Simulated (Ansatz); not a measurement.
```yaml
crystal:
  periodic: [false, false, false]
  atoms:
    - {symbol: Zr, position_ang: [-0.627749, -0.668640, -0.034799]}
    - {symbol: Se, position_ang: [1.710330, -0.971352, -0.086029]}
    - {symbol: Se, position_ang: [-1.082581, 1.639992, 0.120838]}
basis:
  gaussian: {orbitals: def2-mTZVP}
hamiltonian: {xc: {name: r2SCAN}, dispersion: d3bjatm}
scf: {omitted_lower_state_checks: [starts]}
output: {forces: true}
```

```sh
$ ansatz run in.yaml --threads 4 --pin off --events-out ev --progress --plain --max-ram 3916MiB
```

It prints (some lines left out):

```
Functional definition: r2SCAN
1061 factors; their error is unknown
mean field evaluation 1: about -131978.0737 eV, gradient 3.1e1 eV
mean field evaluation 2: about -131834.8383 eV, gradient 2.2e2 eV
mean field evaluation 4: about -131980.6946 eV, gradient 1.5e1 eV
mean field evaluation 8: about -131981.3093 eV, gradient 1.1e-1 eV
mean field evaluation 16: about -131981.3094 eV, gradient 7.0e-6 eV
mean field -131981.30936056 eV, -4850.2236588558 hartree, gradient 7.0e-6 eV, S^2 0.000000; 0 other end points of the search recorded, 0 dependent functions left out
reference -131981.30937487 eV, -4850.2236593820 hartree; 40, 40 occupied and 65, 65 virtual orbitals, 1061 factors
Total energy: -131981.33713152 eV, -4850.2246794201 hartree
Atom 0 at    -0.627749    -0.668640    -0.034799 Å, force     0.070519     0.075113     0.003910 eV/Å
Atom 1 at     1.710330    -0.971352    -0.086029 Å, force    -0.029788    -0.042672    -0.002360 eV/Å
Atom 2 at    -1.082581     1.639992     0.120838 Å, force    -0.040731    -0.032441    -0.001550 eV/Å
Dipole moment:    -0.970229    -1.033428    -0.053789 e Å
Checks for a lower state left out: starts
```

Hardware: 4 threads of Intel Xeon Platinum 8259CL on a shared host. Wall time 2.1 s.

In the def2 sets Zr takes a core potential; there is no spin–orbit coupling.
